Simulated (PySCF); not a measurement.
# P (phosphorus, neutral) across methods

[Ne] 3s2 3p3, high-spin 4S determinant. Calculation: PySCF 2.14, in dyall-av2z (13s9p2d, 50 functions); the non-relativistic Hamiltonian (point nucleus).

```csv
method,E (hartree),mean ε 3s α (eV),mean ε 3s β (eV),mean ε 3p α (eV),Σ⟨r²⟩ (bohr²),⟨S²⟩
PBEsol,-340.5190,-14.721,-12.027,-6.281,30.51,3.750
r2SCAN,-341.2383,-15.664,-12.037,-6.735,30.26,3.750
PBE0,-341.1360,-16.945,-13.199,-7.551,30.28,3.750
LDA,-339.9958,-14.755,-12.310,-6.324,30.58,3.751
PBE,-341.1056,-14.765,-12.058,-6.310,30.48,3.750
wB97X-V,-341.2021,-19.753,-15.878,-9.748,30.34,3.750
B3LYP,-341.2830,-16.381,-13.245,-7.143,30.42,3.751
PW91,-341.2506,-14.810,-12.109,-6.347,30.46,3.750
UHF,-340.70929,-22.801,-15.218,-10.682,30.49,3.751
```
